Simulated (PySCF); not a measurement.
Molecule: CHBFO, charge 0, multiplicity 2. It need not be the lowest isomer of its formula. 
Geometry from a B3LYP-D3(BJ)/def2-TZVP (Ansatz) optimisation:
SMILES: O=C[B]F
```xyz
5

O     -1.2974     0.9544     0.3582
C     -0.8690     0.0703    -0.3686
B      0.6726    -0.1463    -0.4526
F      1.5300    -0.7607     0.2965
H     -1.5398    -0.4790    -1.0594
```
Charge 0, spin multiplicity 2.

Dispersion corrections to the total energy (kcal/mol) from the dftd3 and dftd4 libraries through PySCF: D3(BJ) without and D4 with the three-body term, each with the damping fitted for the functional named.

| functional | D3(BJ) | D4 |
|---|---|---|
| B2PLYP | -1.22 | -1.05 |
| PW6B95 | -0.71 | -1.39 |
| TPSSh | -1.71 | … |
| LC-wPBE | … | -1.68 |
| HSE06 | -0.92 | -1.15 |
| revPBE | -4.00 | … |
| BLYP | -3.28 | -3.48 |

What belongs in the gaps?


- TPSSh, D4: -1.86
- LC-wPBE, D3(BJ): -1.37
- revPBE, D4: -5.36
